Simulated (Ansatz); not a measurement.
System: CH₃Cd, charge 0, doublet. CH3Cd (parent SMILES [Cd][CH3], doublet).
B3LYP-D3(BJ)/def2-TZVP minimum from Ansatz (an electronic-structure program):
```
C
H 1 1.0863
H 1 1.0863 2 112.93
H 1 1.0863 2 112.93 3 -129.66
Cd 1 2.3260 2 105.74 4 -115.17
```
Charge 0, spin multiplicity 2.

Atomisation energy term by term, kcal/mol (programs: Ansatz). UHF or UKS for unpaired electrons; spin-orbit terms are left out. Cores are frozen in correlated methods (noble-gas shells, and filled d and f shells in the p block). Past Kr the def2 sets carry scalar-relativistic core potentials. CBS(X,Y): correlation extrapolated as X^-3, Hartree-Fock from the larger set. A bracket is a step between two methods taken in the basis named. Where a partner has so few electrons that a lower coupled-cluster level is exact, that level stands in. The UHF reference of CH3Cd (parent SMILES [CH3][Cd], doublet) is spin-contaminated (<S^2> up to 0.06 over the pure value in the sets run). The spin of CH3Cd (parent SMILES [CH3][Cd], doublet) was assumed, and the state is the lowest solution found for it.

```csv
term,basis,kcal/mol
Hartree-Fock,def2-QZVPP,241.82
CCSD correlation,"CBS(def2-TZVPP,def2-QZVPP)",71.22
(T),"CBS(def2-TZVPP,def2-QZVPP)",3.53
CCSDT(Q) - CCSD(T),def2-SVP,0.29
sum: De,,316.9
```
